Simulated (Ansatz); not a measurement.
`C=C(N)[O][GeH3]` and `C=C(N)S` differ in one atom or group.

Ansatz, PBE0-D4/def2-TZVP geometries, multiplicity 1. Each molecule was computed in one conformer, which needn't be the lowest.

Scalar relativity is left out up to krypton.

| property | `C=C(N)[O][GeH3]` |
| --- | --- |
| HOMO–LUMO gap (ωB97M-V/def2-TZVPP) / eV | 10.20 |
| size of the dipole moment (PBE/def2-TZVPP) / D | 1.99 |
| HOMO–LUMO gap (B3LYP/def2-TZVPP) / eV | 5.81 |
| HOMO energy (ωB97M-V/def2-TZVPP) / eV | -8.27 |
| LUMO energy (PBE0/def2-TZVPP) / eV | 0.21 |
| LUMO energy (PBE/def2-TZVPP) / eV | -0.67 |

Q: What does the change do to each property? (Estimate.)

A: The calculation gave: 
```
                                      property  `C=C(N)S`  shift
       HOMO–LUMO gap (ωB97M-V/def2-TZVPP) / eV      10.30   0.10
size of the dipole moment (PBE/def2-TZVPP) / D       1.57  -0.42
         HOMO–LUMO gap (B3LYP/def2-TZVPP) / eV       5.78  -0.03
         HOMO energy (ωB97M-V/def2-TZVPP) / eV      -8.26   0.01
            LUMO energy (PBE0/def2-TZVPP) / eV       0.16  -0.05
             LUMO energy (PBE/def2-TZVPP) / eV      -0.79  -0.12
```

Dipoles are sizes alone; their direction can turn.

B3LYP here is the variant with VWN-RPA as its local correlation; programs differ in this.
